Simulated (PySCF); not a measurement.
## Excitation energy of Cs by level of theory

Cs [Xe] 6s1 (2S) → Cs [Xe] 6p1 (2P), as a difference of total energies. Computed with PySCF 2.14 in x2c-QZVPPall, with scalar relativity by spin-free X2C-1e. Correlated levels: valence and next inner shell: [Kr] 4d10 frozen. The calculations carry no spin-orbit coupling.

| method | excitation energy (eV) | error (eV) |
| --- | --- | --- |
| UHF | 1.182 | -0.250 |
| LDA | 1.384 | -0.048 |
| PBE | 1.218 | -0.214 |
| PBE0 | 1.217 | -0.215 |
| r2SCAN | 1.172 | -0.260 |
| MP2 (valence and next inner shell) | 1.406 | -0.026 |
| SCS-MP2 (valence and next inner shell) | 1.361 | -0.071 |

Reference: 1.432 eV (measured; NIST levels, between the centres of gravity of the two terms).

The basis was made for the ground configuration and has no added diffuse functions, so the excitation energy can come out too high.
